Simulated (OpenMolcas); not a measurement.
Cu+: CASPT2 settings compared

```yaml
Program: OpenMolcas 26.06
Basis: ANO-L-VDZP [5s4p2d1f]
Scalar_Hamiltonian: non-relativistic, point nucleus
Active_space: 10 electrons in 6 orbitals (3d 4s)
State_averaging: 2S+1 = 3 even, 5 roots; 2S+1 = 1 even, 6 roots
Spin-orbit_coupling: state interaction with AMFI integrals over the reference wave functions, term energies averaged over their components
```

Methods on the same reference wave functions:
A. CASSCF
B. SS-CASPT2, IPEA 0.2 Eh, sigma2 regulariser 0.2 Eh (closed shells correlated: 2s 2p 3s 3p)
C. SS-CASPT2, IPEA 0.4 Eh, sigma1 regulariser 0.3 Eh (closed shells correlated: 3s 3p)

Energies in cm-1 above 3d10 1S0, the measured ground level; measured values from NIST Handbook of Basic Atomic Spectroscopic Data.

| Level | A | B | C | Measured |
| --- | --- | --- | --- | --- |
| 3d9 4s 3D3 | -3027 | 31889 | 32289 | 21929 |
| 3d9 4s 3D2 | -1981 | 32649 | 33060 | 22847 |
| 3d9 4s 3D1 | -901 | 34015 | 34415 | 23998 |
| 3d10 1S0 | 0.0 | 0.0 | 0.0 | 0.0 |

A puts 3d9 4s 3D3 lowest.

Deviations, from unrounded energies. A percentage is the sum of absolute deviations over the sum of measured energies, with the sign that they share, or ± where signs differ.

```
           Against measurement  Levels       A      B      C
mean absolute deviation (cm-1)       3   25000   9900  10000
      other configurations (%)       3  -108.6  +43.3  +45.1
```

B, C lie about equally close to measurement and A furthest from it. The largest miss of B in the table is 3d9 4s 3D1, by +10000 cm-1. The ranking rests on the paired levels alone, and a cruder setting can come out closer through cancelling errors.

Between B and C the level of the table that moves most is 3d9 4s 3D2, by 410 cm-1 (lowest in B, highest in C).

The lowest spin-free term lies below A's lowest term by 0.679 hartree in B, 0.666 hartree in C.

A single d shell beside an s shell can misplace configurations of different d count against each other. Without dynamic correlation excited terms often stand tens of per cent too high (terms of higher spin than the ground term too low), and those without a measured partner can miss by more than the paired ones (holds for A). The lowest computed level is not the ground level that NIST lists (1S0) (holds for A). Measured partners are found by configuration, term and J. A level has none where our copy of the source lacks it or the pairing is in doubt (some pairs that miss far off the trend of their configuration count as doubtful), and it then counts in no deviation. Levels of configurations outside the active space are missing. The table leaves out levels that lie high or whose names do not pair safely across all columns.
